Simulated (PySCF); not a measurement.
An unknown shows these calculated signals:

1H NMR (600 MHz, computed): δ 8.64 (t, 1H), 5.44 (s, 2H), 4.98 (d, 2H), 3.80 (s, 3H), 2.65 (s, 3H).

13C{1H} NMR (computed): δ 203.7 (C), 195.2 (CH), 152.5 (C), 52.7 (CH3), 31.4 (CH3).

- GIAO PBE0/pcSseg-1 shieldings
- coordinates at the GFN2-xTB level
- program: PySCF 2.14
- no relativistic terms, one conformer, rapidly exchanging positions averaged, gas phase

Referencing at the same level of theory: 1H (31.72 ppm), 13C (186.93 ppm) against TMS.

**Question.** Which of these does the molecule contain: a methoxy group, a Si–H bond, a Si–CH3 group, a ketone, a carboxylic acid, a non-aromatic C=C double bond?

**Answer.** 
- A methoxy group: no.
- A Si–H bond: yes (δH 4.98 (d)).
- A Si–CH3 group: no.
- A ketone: yes (δC 203.7).
- A carboxylic acid: no.
- A non-aromatic C=C double bond: yes.

The data belong to `O(C)[SiH2]/C=C(/[SiH2]Cl)C(C)=O`, C$_{5}$H$_{11}$ClO$_{2}$Si$_{2}$; they needn't prove each group on their own.

Carbon signals by region: 2 in the far downfield region (above 160 ppm), 1 in the sp2 and nitrile region (100–160 ppm), 1 at 50–100 ppm, 1 below 50 ppm. Above 160 ppm: 203.7, ketone carbonyl carbon, 195.2, β carbon of a C=C–C=O unit.

Shifts are as computed. Against solution values, carbons near 30 ppm lie about +3 ppm off and those near 130 ppm about +5 ppm. Of 1211 compounds with measured shifts, 218 miss one by over three times the rms of a fit or turn the order of signals round; such compounds aren't used in these exercises. Multiplicities follow the n + 1 count of equivalent neighbours, as no J values were calculated; m marks all less simple cases, F and P coupling included.
